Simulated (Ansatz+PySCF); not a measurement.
A calculation with Ansatz (development build ahead of 0.2.0).

```yaml
crystal:
  periodic: [false, false, false]
  atoms:
    - { symbol: Fe, position_ang: [0.0, 0.0, 0.0] }
    - { symbol: O, position_ang: [0.0, 0.0, 2.184] }
    - { symbol: H, position_ang: [0.775, 0.0, 2.759] }
    - { symbol: H, position_ang: [-0.775, 0.0, 2.759] }
basis:
  gaussian: { orbitals: def2-SVP }
total_charge: 1
magnetization:
  initial_magnetization: 5
hamiltonian:
  xc: pbe
scf:
  omitted_lower_state_checks: [starts, atomic_configurations, cluster_reference, orbital_swaps, given_window_search, neighbouring_geometries, increment]
```

The input is written out in the form of the current development build from the run's settings.

The run gave:

```
Converged    : yes
Total energy : -1339.28303 hartree
```

Caution: other spin multiplicities were not run.
